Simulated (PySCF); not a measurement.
p-cresol (C₇H₈O), SMILES c1(ccc(cc1)C)O.

Coordinates come from a ωB97X-D3(BJ)/def2-SVP optimisation. The values are those of a single conformer.

Two levels are set side by side: TDA-PBE/def2-SVPD (PySCF) and TDA-M06-2X/def2-SVPD (PySCF). Vertical, same geometry. The lowest singlet is HOMO→LUMO 78 %, HOMO−1→LUMO+1 20 % with PBE and HOMO→LUMO 76 %, HOMO−1→LUMO+2 22 % with the other functional; states are paired by order. Differences are taken from unrounded values.

| quantity | TDA-M06-2X | TDA-PBE | TDA-PBE minus TDA-M06-2X |
|---|---|---|---|
| lowest singlet excitation (eV) | 5.22 | 4.73 | -0.48 |
| lowest triplet excitation (TDA) (eV) | 4.24 | 3.80 | -0.44 |
| first bright state (f over 0.05) (eV) | 6.24 | 5.77 | -0.47 |
| its oscillator strength | 0.09 | 0.12 | 0.03 |

Functionals without exact exchange tend to place singlet excitations lower, as here. Differences between two approximate levels are no errors against the true value.

Rough cost on one machine, each run with all the roots and properties that it gave: TDA-M06-2X against TDA-PBE about 7 times.
